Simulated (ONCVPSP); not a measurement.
## Plane-wave convergence, ONCV potential for boron (B)

```
Element                 : B (Z = 5)
Generator               : ONCVPSP 4.0.1
Type                    : optimised norm-conserving Vanderbilt (ONCV)
Functional              : LDA (Perdew-Zunger)
Relativity              : scalar-relativistic
Frozen core             : [He]
Valence charge          : 3
Reference configuration : 2s2 2p1
Partial waves           : 2s: rc 1.30 bohr, ncon 4, nbas 8, qcut 4.3 1/bohr, local; 2p: rc 2.55 bohr, ncon 4, nbas 7, qcut 5.8 1/bohr, 2 projectors, debl 3.9 Ha; d scattering state at 0.32 Ha: rc 2.45 bohr, ncon 3, nbas 6, qcut 3.8 1/bohr, 3 projectors, debl 4 Ha
Local potential         : the s channel
Core correction         : none
```

Q: For each optimised wave give the share of its norm inside rc, the residual kinetic energy above qcut (Ha) and the cutoffs (Ha) for errors of 10, 1, 0.1 and 0.01 mHa per electron.

A:

```tsv
wave	norm inside rc	residual KE	10 mHa	1 mHa	0.1 mHa	0.01 mHa
2s	0.231	2.6e-03	6.3	13.0	83.6	103.2
2p	0.663	3.9e-08	6.4	9.2	11.5	13.3
p projector 2	0.161	2.8e-05	11.6	14.0	16.1	21.3
d projector 1	0.155	1.8e-05	1.8	3.9	5.8	8.0
d projector 2	0.221	7.4e-02	9.1	27.9	41.5	80.4
d projector 3	0.143	1.9e+00	13.5	21.6	36.7	41.5
```

The occupied waves need 13 Ha and 84 Ha for 1 and 0.1 mHa.
